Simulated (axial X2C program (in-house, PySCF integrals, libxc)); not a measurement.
## SeH: nuclear properties from DFT to coupled cluster

Calculated with an in-house all-electron X2C program for linear molecules (integrals from PySCF): two-component X2C with atomic mean-field Coulomb and Gaunt terms, Gaussian nuclei, basis Se dyall-acv3z, H dyall-av3z with contracted cores.

R = 1.470 Å (near the PBE0 minimum at charge 0 of the determinant lowest at the starting distance; the state shown can have its own minimum elsewhere); state Ω = 3/2 (⟨Sz⟩ = 0.50, ⟨Lz⟩ = 1.00 at PBE0).

| level | Eeff magnitude (GV/cm) | Ws magnitude Se (kHz) | A∥/gI Se (MHz) | qzz Se (a.u.) | A∥/gI H (MHz) | μ (D) |
| --- | --- | --- | --- | --- | --- | --- |
| PBE0 | 0.306 | 0.0832 | 469 | 2.07 | 1.14 | 0.47 |
| HF | 0.612 | 0.171 | 479 | 2.20 | -0.0892 | 0.54 |
| B3LYP | 0.253 | 0.068 | 486 | 2.19 | 1.38 | 0.42 |

Eeff is the effective electric field on the electron electric dipole moment in this Ω state and Ws the scalar–pseudoscalar constant of the nucleus named (defined with the proton number Z and per Ω); A∥ (defined per Ω) follows by multiplying with gI = μI/(I μN); qzz is the electric field gradient, eQq0 = 234.96 MHz × Q/barn × qzz; μ is positive if the H end (last atom) is positive. The operators were transformed with the bare-nucleus X2C matrices; with these basis sets, hyperfine constants and field gradients can be off by tens of per cent, and where levels differ in sign neither size nor sign is settled.

Finite-field MP2, CCSD and CCSD(T), with 17 electrons correlated in 130 natural virtual spinors (MP2 remainder added):

```json
{"level": "MP2", "Eeff magnitude (GV/cm)": "0.275", "Ws magnitude Se (kHz)": "0.0745", "A∥/gI Se (MHz)": "484", "qzz Se (a.u.)": "2.02", "A∥/gI H (MHz)": "-0.672", "μ (D)": "0.47"}
{"level": "CCSD", "Eeff magnitude (GV/cm)": "0.327", "Ws magnitude Se (kHz)": "0.0891", "A∥/gI Se (MHz)": "489", "qzz Se (a.u.)": "2.10", "A∥/gI H (MHz)": "0.569", "μ (D)": "0.46"}
{"level": "CCSD(T)", "Eeff magnitude (GV/cm)": "0.3", "Ws magnitude Se (kHz)": "0.0815", "A∥/gI Se (MHz)": "491", "qzz Se (a.u.)": "2.05", "A∥/gI H (MHz)": "0.577", "μ (D)": "0.45"}
```

T1 = 0.008 (Lee–Taylor). One unrestricted determinant, the lowest of a limited PBE0 search, is the reference; the functionals treat spin collinearly. Eeff spreads by more than a factor of two over the levels. Correlation of the inner shells is missing, which matters for properties at the nucleus. Number of frozen shells: Se 3 s, 2 p; H none.

Problem. By how much does correlation change each value, CCSD(T) against HF?

Solution. Eeff magnitude -51 %; Ws magnitude Se -52 %; A∥/gI Se 3 %; qzz Se -7 %; A∥/gI H from -0.0892 to 0.577, a change of sign; μ -17 %.
